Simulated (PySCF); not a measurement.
Write Cartesian coordinates for InChI=1S/C7H9P/c1-6-3-4-8-5-7(6)2/h3-5H,1-2H3 as optimised with PBE0-D3(BJ)/def2-SVP.

```xyz
17
C7H9P angstrom
C     -0.736    2.386    0.071
C      0.120    1.186   -0.212
C      1.501    1.358   -0.367
C      2.409    0.340   -0.633
P      1.996   -1.333   -0.818
C      0.280   -1.234   -0.580
C     -0.477   -0.091   -0.317
C     -1.965   -0.221   -0.144
H     -1.503    2.530   -0.707
H     -0.132    3.303    0.121
H     -1.275    2.284    1.027
H      1.887    2.379   -0.270
H      3.466    0.610   -0.732
H     -0.266   -2.183   -0.644
H     -2.511    0.374   -0.893
H     -2.287   -1.266   -0.241
H     -2.289    0.145    0.844
```

Orientation and origin are arbitrary. Atoms count from 1 in this order. P5 (phosphorus bonded to 2 C) is bent (angle 99.6°). Of the pairs four or more bonds apart, H10···H12 is among the closest relative to their van der Waals radii: 2.26 Å, 94 % of the sum of Bondi's values. The 6-membered ring C2–C3–C4–P5–C6–C7 has internal angles of 99.6° to 127.5° (sum 720°, against 720° for a flat polygon); it is planar, 0.00 Å rms from its mean plane, widest ring torsion 0°. The C–C distances run from 1.390 Å (C3–C4, aromatic) to 1.504 Å (C7–C8, drawn single), a spread of 0.114 Å.

Bonds between heavy atoms (Å): C1–C2 1.501, C2–C3 1.400, C3–C4 1.390, C4–P5 1.733, P5–C6 1.735, C6–C7 1.395, C7–C8 1.504, C2–C7 1.414.

The calculation used PySCF, PBE0-D3(BJ)/def2-SVP geometry optimisation, gas phase.

Point group: Cs (tolerance 0.08 Å). PBE0-D3(BJ)/def2-SVP frequencies: not computed here.

Hardware: one thread of an Arm Neoverse V2 (shared host). Cost: 4.5 min, 0.66 GiB resident at most. These figures are those of the optimisation.
